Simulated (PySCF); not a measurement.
A species of formula C7H9FO has this rotational fingerprint, computed with PBE0/pcSseg-1 in PySCF (dipole) on a GFN2-xTB geometry, gas phase:

```
Rotational constants : A = 3075, B = 1129, C = 1044 MHz
Dipole components    : |μa| = 1.75 D, |μb| = 1.28 D, |μc| = 0.70 D
Inertial defect      : -127.69 u·Å²
κ                    : -0.92
```

**Question.** Which candidate fits, each taken in the one conformer that was computed?
A. `[CH2:1]=[CH:2][C@H:3]1[CH2:4][CH2:5][C:6]([F:7])=[CH:8][O:9]1` with C1–C2–C3–C4 92°, C2–C3–C4–C5 62°, C3–C4–C5–C6 45°, C4–C5–C6–F7 162°, C6–C8–O9–C3 -11°
B. `[CH3:1][C:2]1=[CH:3][C@@:4]12[CH2:5][O:6][CH2:7][C@@H:8]2[F:9]` with C2–C3–C4–C5 -108°, C3–C4–C5–O6 -173°, C4–C5–O6–C7 37°, C5–O6–C7–C8 -35°
C. `[CH2:1]=[C:2]1[C:3](=[CH2:4])[C@H:5]([F:6])[C@@H:7]1[O:8][CH3:9]` with C5–C7–O8–C9 78°

**Answer.** A. It is C=C[C@H]1CCC(F)=CO1, a near-prolate asymmetric top, point group C1. The candidates at the same level (rigid rotor, commonest isotopes):

| SMILES | A (MHz) | B (MHz) | C (MHz) | μa (D) | μb (D) | μc (D) | Δ (u·Å²) | point group | rotor |
| --- | --- | --- | --- | --- | --- | --- | --- | --- | --- |
| C=C1C(=C)[C@H](F)[C@@H]1OC | 2370 | 1468 | 976.1 | 0.39 | 0.55 | 1.73 | -39.79 | C1 | asymmetric top |
| C=C[C@H]1CCC(F)=CO1 | 3075 | 1129 | 1044 | 1.75 | 1.28 | 0.70 | -127.69 | C1 | near-prolate asymmetric top |
| CC1=C[C@@]12COC[C@@H]2F | 2413 | 1377 | 1094 | 2.28 | 0.24 | 0.52 | -114.41 | C1 | asymmetric top |

`CC1=C[C@@]12COC[C@@H]2F` has B 22 % too high; `C=C1C(=C)[C@H](F)[C@@H]1OC` has B 30 % too high. No structure here is proved a minimum.
